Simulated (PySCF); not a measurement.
Several orderings of computed values.

All species are isolated and taken at one optimised geometry, non-relativistic unless stated; the electronic structure was computed with PySCF and density fitting.

The conformers computed, where there is a choice (atom-mapped SMILES and torsion angles):
- `[CH2:1]=[CH:2]/[CH:3]=[CH:4]/[O:5][C:6]([CH3:7])=[O:8]`: C1–C2–C3–C4 180°, C3–C4–O5–C6 180°, C4–O5–C6–C7 180°
- `[CH3:1][O:2][C:3]1=[CH:4][C:5](=[O:6])[CH2:7][CH2:8]1`: C1–O2–C3–C4 0°
- `[CH2:1]=[CH:2][C@@H:3]1[CH2:4][C:5](=[CH2:6])[C@@H:7]1[C:8]([F:9])([F:10])[F:11]`: C1–C2–C3–C4 -125°, C5–C7–C8–F9 -172°

The conformers of `FC(F)=C(F)[C@]12CC[C@H](C1)C2` aren't listed.

(1) Rank by lowest singlet excitation, highest first (TDDFT CAM-B3LYP/def2-SVPD at PBE0-D3(BJ)/def2-SVP geometries).
A. `FC(F)=C(F)[C@]12CC[C@H](C1)C2`
B. `C=C1[C@@H]([C@@H](C1)C=C)C(F)(F)F`
C. `C=C/C=C/OC(C)=O`
D. `COC1=CC(=O)CC1`

(2) Give the two extremes of that set as wavelengths.

(3) Rank by HOMO–LUMO gap, highest first (CAM-B3LYP/def2-SVPD at PBE0-D3(BJ)/def2-SVP geometries).
A. `COC1=CC(=O)CC1`
B. `FC(F)=C(F)[C@]12CC[C@H](C1)C2`
C. `C=C1[C@H](C(F)(F)F)[C@H](C=C)C1`
D. `C=C/C=C/OC(C)=O`

(4) Rank by lowest triplet excitation (Tamm–Dancoff), lowest first (TDA CAM-B3LYP/def2-SVPD at PBE0-D3(BJ)/def2-SVP geometries).
A. `C=C[C@@H]1CC(=C)[C@@H]1C(F)(F)F`
B. `C1CC(OC)=CC1=O`
C. `C=C/C=C/OC(C)=O`
D. `FC(F)=C(F)[C@]12CC[C@H](C1)C2`

(5) By how much do the two ends of that ranking differ?

Results:

(1) B (6.86 eV), A (6.53 eV), C (5.40 eV), D (4.38 eV).

(2) `COC1=CC(=O)CC1`: 283 nm; `C=C[C@@H]1CC(=C)[C@@H]1C(F)(F)F`: 181 nm.

(3) C (9.66 eV), B (9.56 eV), A (8.75 eV), D (7.74 eV).

(4) C (3.04 eV), B (3.94 eV), A (4.19 eV), D (4.35 eV).

(5) By 1.31 eV, between `FC(F)=C(F)[C@]12CC[C@H](C1)C2` and `C=C/C=C/OC(C)=O`.
